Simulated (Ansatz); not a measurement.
Ansatz (a first-principles code) input for C₂H₆N₂Si, SMILES C#C[SiH](N)N, PBE0/def2-SVPD. Geometry optimised at r2SCAN-D4/def2-SVP. The structure was generated by enumeration, and PubChem lists no compound with its InChIKey, so it may never have been made. The values are those of a single conformer.

Ansatz 0.2 input:
```yaml
crystal:
  periodic: [false, false, false]
  atoms:
    - {symbol: C, position_ang: [2.58788391, -0.30064054, 0.09471763]}
    - {symbol: C, position_ang: [1.38035459, -0.13246366, 0.18260204]}
    - {symbol: Si, position_ang: [-0.45270233, 0.06402627, 0.34000504]}
    - {symbol: N, position_ang: [-1.41932645, -1.23251620, -0.25218202]}
    - {symbol: N, position_ang: [-0.80502473, 1.45767342, -0.60716955]}
    - {symbol: H, position_ang: [3.65050487, -0.44832897, 0.01607819]}
    - {symbol: H, position_ang: [-0.74620604, 0.10010814, 1.80629603]}
    - {symbol: H, position_ang: [-1.34600333, -1.50876860, -1.22728298]}
    - {symbol: H, position_ang: [-1.59646856, -2.03633333, 0.34202591]}
    - {symbol: H, position_ang: [-0.11262999, 2.19333266, -0.70178830]}
    - {symbol: H, position_ang: [-1.75033697, 1.82614676, -0.64385640]}
basis:
  gaussian:
    orbitals: def2-SVPD
hamiltonian:
  xc: {name: PBE0}
```

Program output:

```
WARN ansatz: RAYON_NUM_THREADS=1 ignored (pool sized by the plan → 1); use --threads N
Functional definition: PBE0
integrals: 0.08 GiB planned
1317 factors; their error is unknown
mean field: 0.68 GiB planned
mean field evaluation 1: about -13003.0291 eV, gradient 7.2e1 eV
mean field evaluation 2: about -12993.9698 eV, gradient 9.4e1 eV
mean field evaluation 4: about -13013.9007 eV, gradient 5.4e0 eV
mean field evaluation 8: about -13013.9762 eV, gradient 2.9e-1 eV
mean field evaluation 16: about -13014.0330 eV, gradient 2.0e-4 eV
mean field -13014.03300301 eV, -478.2568916323 hartree, gradient 1.8e-5 eV, S^2 0.000000; 0 other end points of the search recorded, 0 dependent functions left out
reference -13014.03303733 eV, -478.2568928933 hartree; 23, 23 occupied and 129, 129 virtual orbitals, 1317 factors
Total energy: -13014.03303733 eV, -478.2568928933 hartree
```

The run converged.

Cost: very roughly 2.6 core-seconds.
